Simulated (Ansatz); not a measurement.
`F/C(S)=C\[SiH3]` + `C1N[SiH2]1` → `[SiH3]C1N[SiH2]1` + `C=C(F)S` at 700 K and 1 bar (formal exchange of groups at the Si–C bond).

Program: Ansatz. Geometries: PBE0-D4/def2-TZVP. ΔE: electronic, gas phase. CBS: MP2 limit from def2 TZ/QZ plus the TZ coupled-cluster correction, frozen cores. One conformer a species, not always the lowest.

| species | CCSD(T)/CBS energy (Eh) | H − E (kJ/mol) | S (J/(mol·K)) |
| --- | --- | --- | --- |
| `F/C(S)=C\[SiH3]` | -865.72028 | 233.9 | 476.1 |
| `C1N[SiH2]1` | -384.79623 | 206.6 | 348.7 |
| `[SiH3]C1N[SiH2]1` | -675.07855 | 272.2 | 443.9 |
| `C=C(F)S` | -575.43615 | 167.9 | 372.3 |

H − E and S are ideal-gas, rigid-rotor, harmonic terms from PBE0-D4/def2-TZVP, for one conformer and one mirror image of each species. 1 Eh = 2625.50 kJ/mol, R = 8.31446 J/(mol·K).

Task: By hand: ΔE, ΔH, ΔS and ΔG.

Result: ΔE = (-675.07855) + (-575.43615) − (-865.72028) − (-384.79623) = 0.00181 Eh = 4.8 kJ/mol. Δ(H − E) = 272.2 + 167.9 − 233.9 − 206.6 = -0.4, so ΔH = 4.4 kJ/mol. ΔS = 443.9 + 372.3 − 476.1 − 348.7 = -8.6 J/(mol·K). ΔG = 4.4 − 700 × (-8.6)/1000 = 10.4 kJ/mol.

Task: By hand: the equilibrium constant, and the temperature at which ΔG would vanish if ΔH and ΔS stayed fixed.

Result: log₁₀ K = −ΔG/(RT ln 10) = -0.8. ΔH and −TΔS have one sign here, so there is no such temperature. One of them is within its doubt of zero, so this could turn.

TΔS isn't small against ΔH here. A doubt of 5 kJ/mol in ΔE shifts log₁₀ K by 0.4 here. Other conformers and mirror images would add mixing entropy, several J/(mol·K) or more a flexible species. Modes under 60 cm⁻¹, often nearly free rotors, make the harmonic entropy too high. These are equilibria of isolated gas molecules and say nothing of rates. Largest T1 diagnostic: 0.013 (customary marks: 0.02 for closed shells, 0.045 for open ones).
